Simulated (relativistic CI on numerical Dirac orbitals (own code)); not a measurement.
# Mn²⁺ in a cubic cluster: L2,3 absorption with charge transfer

Computed with a charge-transfer multiplet model of a cubic metal-ligand cluster with up to 2 ligand holes, Slater and spin-orbit integrals from Dirac-Coulomb-Breit ions, Slater integrals scaled by 0.8. The parameters are those of a tetrahedral site (10Dq negative, t2 hopping the larger). The ground state mixes d5 with configurations of k ligand holes L, whose averages lie at kΔ + k(k − 1)U_dd/2; a core hole lowers each added d electron by U_cd. 300 K, Lorentzian 0.4 eV and Gaussian 0.3 eV FWHM.

Atomic integrals in eV (Slater integrals scaled, ζ unscaled), ground: F2dd 8.204, F4dd 5.095, zeta_d 0.037; with the core hole: F2dd 8.873, F4dd 5.517, zeta_d 0.052, zeta_core 6.792, F2cd 5.084, G1cd 3.747, G3cd 2.127.

Cluster parameters (eV): Δ = 3.3, U_cd = 8.1, 10Dq = -0.45, 10Dq(ligand) = 0, V(eg) = 0.7, V(t2g) = -1.19, final-state hopping factor = 0.9.

```tsv
Case	n_d	d5	d6L	d7L2	S
U_dd = 5.1 eV	5.14	0.87	0.13	0.00	2.50
U_dd = 6.5 eV	5.14	0.87	0.13	0.00	2.50
U_dd = 8.6 eV	5.13	0.87	0.13	0.00	2.50
```

Weights, n_d and S are thermal averages at 300 K. Photon energies count from the first peak over 30 % of the highest in each spectrum, which can be another peak from case to case. The parameters are a model scan and need not match a compound or its usual spin state. Peaks in eV (height, largest 100):
- U_dd = 5.1 eV: 0.0 (100), 0.7 (45), 2.2 (12), 3.3 (15), 10.4 (17), 11.7 (23)
- U_dd = 6.5 eV: 0.0 (100), 1.1 (43), 2.5 (8), 3.3 (10), 10.5 (17), 11.9 (25)
- U_dd = 8.6 eV: 0.0 (100), 1.2 (41), 3.4 (11), 10.4 (17), 12.0 (26)

Curve for U_dd = 5.1 eV (points under 2 left out, the grid thinned):

| E (eV) | Intensity |
| --- | --- |
| -2.3 | 2.2 |
| -1.9 | 4.7 |
| -1.6 | 8.9 |
| -1.2 | 10.2 |
| -0.8 | 20.8 |
| -0.4 | 55.3 |
| -0.1 | 96.7 |
| 0.3 | 64.9 |
| 0.7 | 44.8 |
| 1.0 | 36.9 |
| 1.4 | 17.0 |
| 1.8 | 11.4 |
| 2.1 | 11.6 |
| 2.5 | 11.2 |
| 2.9 | 11.9 |
| 3.3 | 15.3 |
| 3.6 | 14.0 |
| 4.0 | 11.3 |
| 4.4 | 6.5 |
| 4.7 | 4.3 |
| 5.1 | 3.6 |
| 5.5 | 3.6 |
| 5.9 | 3.5 |
| 6.2 | 2.6 |
| 6.6 | 2.3 |
| 7.0 | 2.7 |
| 7.3 | 2.4 |
| 7.7 | 2.1 |
| 9.2 | 2.9 |
| 9.5 | 6.3 |
| 9.9 | 11.6 |
| 10.3 | 16.0 |
| 10.7 | 12.3 |
| 11.0 | 11.8 |
| 11.4 | 19.7 |
| 11.8 | 23.0 |
| 12.1 | 13.1 |
| 12.5 | 5.2 |
| 12.9 | 4.0 |
| 13.2 | 4.2 |
| 13.6 | 3.7 |
| 14.0 | 3.1 |
| 14.4 | 3.6 |
| 14.7 | 3.2 |
| 15.1 | 2.1 |

For the case U_dd = 6.5 eV, Δ = 3.3 eV is smaller than U_dd = 6.5 eV, the charge-transfer side of the Zaanen-Sawatzky-Allen scheme. With the core hole the configuration with one ligand hole lies at Δ + U_dd − U_cd = 0.3, 1.7, 3.8 eV from the one without, in the order of the table; where this is negative the screened configuration lies lower, though the effective hopping of about 2.0 eV (from the holes of the mixed ground state) mixes the two strongly wherever it is as large as the gap.
